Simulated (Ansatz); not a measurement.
Species: trichloro(methyl)germane, CH₃Cl₃Ge, charge 0, multiplicity 1. 
Geometry from a B3LYP-D3(BJ)/def2-TZVP (Ansatz, a first-principles code) optimisation:
```
Ge
C 1 1.9387
H 2 1.0883 1 108.78
H 2 1.0883 3 110.15 1 119.14
H 2 1.0883 3 110.15 4 121.71
Cl 1 2.1538 2 111.25 3 -60.00
Cl 1 2.1538 2 111.25 3 -180.00
Cl 1 2.1538 2 111.25 3 60.00
```
Charge 0, spin multiplicity 1.

Property: atomisation energy (electronic, to ground-state atoms), in kcal/mol. Valence correlation only, unless marked. UHF or UKS for open shells. Spin-orbit coupling is left out. Frozen are the shells of the preceding noble gas and the d and f shells that filled before the atom's block. No relativistic terms. The coupled-cluster limit lacks core correlation, which all-electron functionals hold. CBS marks a two-point X^-3 extrapolation of the correlation energy; Hartree-Fock from the larger set.

| level | program | atomisation energy (kcal/mol) |
|---|---|---|
| B97M-V/def2-TZVPD | Ansatz | 642.8 |
| PBE0/def2-TZVPD | Ansatz | [?] |
| wB97X/def2-TZVPD | Ansatz | 634.4 |
| CCSD(T)/CBS(def2-TZVPPD,def2-QZVPPD) | Ansatz | [?] |

Question: Fill in the missing entries.

Answer: 
- PBE0/def2-TZVPD, atomisation energy (kcal/mol): 630.9
- CCSD(T)/CBS(def2-TZVPPD,def2-QZVPPD), atomisation energy (kcal/mol): 636.0
